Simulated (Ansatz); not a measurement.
Ansatz (an electronic-structure program) input (B3LYP-D3(BJ)/def2-TZVP):

Ansatz 0.2 input:
```yaml
crystal:
  periodic: [false, false, false]
  atoms:
    - {symbol: Zn, position_ang: [-0.11419047, 0.63406690, 0.80276160]}
    - {symbol: I, position_ang: [-0.16328001, 1.65911186, -1.70722325]}
    - {symbol: I, position_ang: [0.22791613, -2.01801765, 1.25282989]}
basis:
  gaussian:
    orbitals: def2-TZVP
hamiltonian:
  xc: b3lyp
  dispersion: d3bj
total_charge: -1
magnetization: {spin_polarized: true, initial_magnetization: 1}
phonons: {temperatures: {t_min: 298.15, t_max: 298.15, t_step: 100}}
```

Output:

```
Functional definition: B3LYP
integrals: 0.13 GiB planned
1420 factors; integrals over basis functions are off by at most 2.0e-4 eV
mean field: 1.46 GiB planned
mean field evaluation 1: about -64631.9255 eV, gradient 2.4e1 eV
mean field evaluation 2: about -64629.3073 eV, gradient 5.0e1 eV
mean field evaluation 4: about -64633.1483 eV, gradient 9.2e-1 eV
mean field evaluation 8: about -64633.1948 eV, gradient 1.1e-1 eV
mean field evaluation 16: about -64633.1948 eV, gradient 4.4e-5 eV
mean field -64633.19481373 eV, -2375.2260994516 hartree, gradient 4.4e-5 eV, S^2 0.752338; 0 other end points of the search recorded, 0 dependent functions left out
the calculation of the forces begins
reference -64633.19502444 eV, -2375.2261071951 hartree; 41, 40 occupied and 107, 108 virtual orbitals, 1420 factors
these checks for a lower state are left out or cut short: stability, starts, cluster_reference, orbital_swaps, neighbouring_geometries, increment
integrals: 0.13 GiB planned
1420 factors; integrals over basis functions are off by at most 2.0e-4 eV
mean field: 1.46 GiB planned
mean field -64633.19479531 eV, -2375.2260987748 hartree, gradient 1.6e-6 eV, S^2 0.752336; 0 other end points of the search recorded, 0 dependent functions left out
the calculation of the forces begins
reference -64633.19500601 eV, -2375.2261065179 hartree; 41, 40 occupied and 107, 108 virtual orbitals, 1420 factors
these checks for a lower state are left out or cut short: stability, starts, cluster_reference, orbital_swaps, neighbouring_geometries, increment
integrals: 0.13 GiB planned
1420 factors; integrals over basis functions are off by at most 2.0e-4 eV
mean field: 1.46 GiB planned
mean field -64633.19481612 eV, -2375.2260995394 hartree, gradient 1.7e-6 eV, S^2 0.752340; 0 other end points of the search recorded, 0 dependent functions left out
the calculation of the forces begins
reference -64633.19502684 eV, -2375.2261072831 hartree; 41, 40 occupied and 107, 108 virtual orbitals, 1420 factors
these checks for a lower state are left out or cut short: stability, starts, cluster_reference, orbital_swaps, neighbouring_geometries, increment
integrals: 0.13 GiB planned
1420 factors; integrals over basis functions are off by at most 2.0e-4 eV
mean field: 1.46 GiB planned
mean field evaluation 32: about -64633.1505 eV, gradient 1.7e-1 eV
mean field -64633.19472425 eV, -2375.2260961633 hartree, gradient 2.0e-6 eV, S^2 0.752336; 0 other end points of the search recorded, 0 dependent functions left out
the calculation of the forces begins
reference -64633.19493495 eV, -2375.2261039063 hartree; 41, 40 occupied and 107, 108 virtual orbitals, 1420 factors
these checks for a lower state are left out or cut short: stability, starts, cluster_reference, orbital_swaps, neighbouring_geometries, increment
integrals: 0.13 GiB planned
1420 factors; integrals over basis functions are off by at most 2.0e-4 eV
mean field: 1.46 GiB planned
mean field -64633.19489938 eV, -2375.2261025992 hartree, gradient 2.2e-6 eV, S^2 0.752340; 0 other end points of the search recorded, 0 dependent functions left out
the calculation of the forces begins
reference -64633.19511010 eV, -2375.2261103430 hartree; 41, 40 occupied and 107, 108 virtual orbitals, 1420 factors
these checks for a lower state are left out or cut short: stability, starts, cluster_reference, orbital_swaps, neighbouring_geometries, increment
integrals: 0.13 GiB planned
1420 factors; integrals over basis functions are off by at most 2.0e-4 eV
mean field: 1.46 GiB planned
mean field -64633.19486657 eV, -2375.2261013934 hartree, gradient 1.1e-6 eV, S^2 0.752340; 0 other end points of the search recorded, 0 dependent functions left out
the calculation of the forces begins
reference -64633.19507729 eV, -2375.2261091373 hartree; 41, 40 occupied and 107, 108 virtual orbitals, 1420 factors
these checks for a lower state are left out or cut short: stability, starts, cluster_reference, orbital_swaps, neighbouring_geometries, increment
integrals: 0.13 GiB planned
1420 factors; integrals over basis functions are off by at most 2.0e-4 eV
mean field: 1.46 GiB planned
mean field -64633.19475103 eV, -2375.2260971473 hartree, gradient 1.0e-6 eV, S^2 0.752336; 0 other end points of the search recorded, 0 dependent functions left out
the calculation of the forces begins
reference -64633.19496172 eV, -2375.2261048903 hartree; 41, 40 occupied and 107, 108 virtual orbitals, 1420 factors
Total energy: -64633.39252067 eV, -2375.2333650477 hartree
Atom 0 at    -0.114190     0.634067     0.802762 Å, force    -0.000016     0.000091     0.000115 eV/Å
Atom 1 at    -0.163280     1.659112    -1.707223 Å, force    -0.000015     0.000169    -0.000230 eV/Å
Atom 2 at     0.227916    -2.018018     1.252830 Å, force     0.000031    -0.000260     0.000115 eV/Å
Dipole moment:    -0.011449     0.063574     0.080489 e Å
Vibrations: 39.20 134.67 169.40 cm⁻¹, zero-point energy 0.021280 eV
```

The spin state was set by rule; other spins were not relaxed.
